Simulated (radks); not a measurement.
Results of a calculation; reference values are marked as such.
Question: The krypton ion Kr3+, [Ar] 3d10 4s2 4p3. Level of theory: non-relativistic Kohn-Sham, LDA (Slater exchange, Perdew-Wang correlation), spin-polarised, spherical densities, point nucleus (a radial shooting solver on a logarithmic mesh with Libxc functionals). Every spin shell is full or empty, so the densities are truly spherical. Functionals are evaluated on that one density, not self-consistently. Rank these exchange functionals by their error against the exact value of the orbitals, and give that value: LDA, PBE, PW86, OPTX, AM05, APBE, revTPSS, r2SCAN, MS2, MVS.

Answer: Exact: -92.6819 hartree. From best to worst, with 100 (|E| - |E exact|)/|E exact| (equal figures are ties): r2SCAN -0.01, MVS +0.05, PW86 +0.06, PBE -0.38, MS2 -0.41, APBE +0.46, revTPSS -0.78, OPTX +0.93, AM05 -5.06, LDA -5.53.
